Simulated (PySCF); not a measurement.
# 17O chemical shifts

All values are calculated (PySCF 2.14.0 with density-fitted response routines): PBE0/pcSseg-1 with gauge-including orbitals, coordinates at the GFN2-xTB level. Averaged over atoms made equivalent by symmetry, fast rotation or ring inversion, gas phase, non-relativistic, a single conformation.

Shieldings were converted by a linear fit to measured shifts: 17O (scatter 10.7 ppm rms, 12.2 ppm with the 3 outliers that the fit left out vs liquid water, solution or neat liquid). Occasional misses reach two or three times the rms, and more in compound classes unlike the fitted ones.

Problem. Give the 17O shifts of `C[C@@H]1CCCO1`, `C=CCC#CC(=O)O`, `O=c1c(Cl)c1CO`, `CCOC1CC1`, `CCOC1CC1`, `CC1(C)COC1`, `CC1(C)COC1`, `O=C1CC=C(C(F)(F)F)O1`, `C/C=C(\C)CO`, `C/C=C(\C)CO`, `C1CCOCC1`, `C1CCOCC1`.

Solution. 
| compound | environment | δ (ppm) |
| --- | --- | --- |
| C[C@@H]1CCCO1 | ether oxygen | 29.9 |
| [CH2:1]=[CH:2][CH2:3][C:4]#[C:5][C:6](=[O:7])[OH:8] | O7: carbonyl oxygen | 373.9 |
| [CH2:1]=[CH:2][CH2:3][C:4]#[C:5][C:6](=[O:7])[OH:8] | O8: acid hydroxyl oxygen | 157.7 |
| [O:1]=[c:2]1[c:3]([Cl:4])[c:5]1[CH2:6][OH:7] | O1: carbonyl oxygen | 241.6 |
| [O:1]=[c:2]1[c:3]([Cl:4])[c:5]1[CH2:6][OH:7] | O7: alcohol oxygen | -19.5 |
| CCOC1CC1 | ether oxygen | 18.4 |
| CCOC1CC1 | ether oxygen | 18.4 |
| CC1(C)COC1 | ether oxygen | -51.4 |
| CC1(C)COC1 | ether oxygen | -51.4 |
| [O:1]=[C:2]1[CH2:3][CH:4]=[C:5]([C:6]([F:7])([F:8])[F:9])[O:10]1 | O1: ester carbonyl oxygen | 375.0 |
| [O:1]=[C:2]1[CH2:3][CH:4]=[C:5]([C:6]([F:7])([F:8])[F:9])[O:10]1 | O10: ester alkoxy oxygen | 210.3 |
| C/C=C(\C)CO | alcohol oxygen | 5.5 |
| C/C=C(\C)CO | alcohol oxygen | 5.5 |
| C1CCOCC1 | ether oxygen | 8.7 |
| C1CCOCC1 | ether oxygen | 8.7 |

In solution the two oxygens of a carboxylic acid give one averaged line by proton exchange, and hydrogen bonding shields acid and N–H amide carbonyl oxygens by tens of ppm; neither is in these numbers.
